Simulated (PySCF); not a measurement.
# Silver: a sound run and one with changed settings

Sound run: Ag(2+) [Kr] 4d9, Ag(3+) [Kr] 4d8. Calculation: PySCF 2.14, in def2-SVP with the def2 core potential (28 electrons); scalar relativity through the core potential. The sound run starts from symmetry-adapted Hartree-Fock orbitals and uses a fine grid where one is needed.

Changed run: radial step 1.2 in ln r (0.13 in the sound run). This setting is unsound on purpose.

```tsv
species	method	sound run (hartree)	changed run (hartree)	converged
Ag(2+)	UHF	-145.12061	-145.12061	yes
Ag(2+)	r2SCAN	-145.89609	-152.06947	yes
Ag(2+)	BP86	-145.93946	-151.07522	yes
Ag(3+)	UHF	-143.88820	-143.88820	yes
Ag(3+)	r2SCAN	-144.60738	-150.82487	yes
Ag(3+)	BP86	-144.63569	-149.82778	yes
```

Ionisation energy of Ag(2+):

```tsv
method	sound run (eV)	changed run (eV)
UHF	33.536	33.536
r2SCAN	35.068	33.867
BP86	35.477	33.945
```

A coarse radial grid mis-integrates the density and the exchange-correlation energy, with errors of either sign; Hartree-Fock needs no grid.

For comparison, NIST gives 34.8 ± 0.3 eV between the lowest levels.
